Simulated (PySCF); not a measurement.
**Electronic structure of Ga (gallium, neutral) at the UHF level**

Configuration: [Ar] 3d10 4s2 4p1, 2P determinant. Calculation: PySCF 2.14, in cc-pVDZ-PP with ECP10MDF (4s3p2d, 23 functions); scalar relativity through the core potential.

```json
{"Total energy": "-258.290772 hartree", "One-electron energy": "-463.2142 hartree", "Hartree (Coulomb) energy": "226.6694 hartree", "Exchange energy": "-21.7459 hartree", "⟨S²⟩": "0.7601", "⟨L²⟩": "2.029", "Sum of ⟨r⟩": "21.61 bohr", "Sum of ⟨r²⟩": "39.57 bohr²", "Traceless quadrupole moment −½Σ⟨3z² − r²⟩ along its main axis": "-5.43 e·bohr²", "Time after the integrals": "0.05 s of wall time on 1 thread of Intel(R) Xeon(R) 6975P-C (shared host)"}
```

```tsv
shell	electrons	mean orbital energy (hartree)	spread (hartree)	rms radius, mean of both spins (bohr)
3s α	1	-6.59377	0	0.701
3s β	1	-6.59206	0	0.701
3p α	3	-4.57507	0.00184	0.739
3p β	3	-4.57276	0.01088	0.739
3d α	5	-1.16664	0.00749	0.894
3d β	5	-1.16488	0.01188	0.894
4s α	1	-0.46456	0	2.64
4s β	1	-0.40347	0	2.64
4p α	1	-0.21239	0	3.66
```

Energies and moments cover only the electrons outside the core potential.
